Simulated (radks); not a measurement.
Question: Numerical settings for the rubidium ion Rb29+, [He] 2s2 2p4. Method: Dirac Kohn-Sham, LDA (Slater exchange, Perdew-Wang correlation), spin-unpolarised, spherical densities, finite nucleus; open shells fill j = l - 1/2 first; Fermi nuclear charge, rms radius 4.2036 fm; computed with a radial shooting solver on a logarithmic mesh with Libxc functionals. The defaults (mesh step 0.008 in ln r, mesh end at 40 bohr or more with all orbitals vanishing there, Anderson mixing 0.5 over 9 steps, residual threshold near 1e-9 with the energy settled to 1e-9 hartree or 1e-11 of itself, here a cap of 85 iterations) give E = -2228.4877 hartree and 2p3/2 at -3361.4 eV in 13 iterations. Run on one thread of a shared host, so times are rough (Intel(R) Xeon(R) 6975P-C): 0.03 s of CPU time, 0.03 s wall, 13 iterations on 2189 mesh points. One setting is changed at a time: mesh step in ln r 0.003; mesh step in ln r 0.02; mesh step in ln r 0.05; mesh end (bohr) 12; mesh end (bohr) 1; residual threshold 0.01; residual threshold 1e-13; mixing 0.05; linear mixing, mixing 0.5; linear mixing, mixing 0.05; mixing history 2; iteration cap 8. Which runs fail to converge, and which converge to a wrong energy?

Answer: Not converged within the cap: linear mixing, mixing 0.05; iteration cap 8. No run marked as converged misses the energy by more than 1 mhartree.
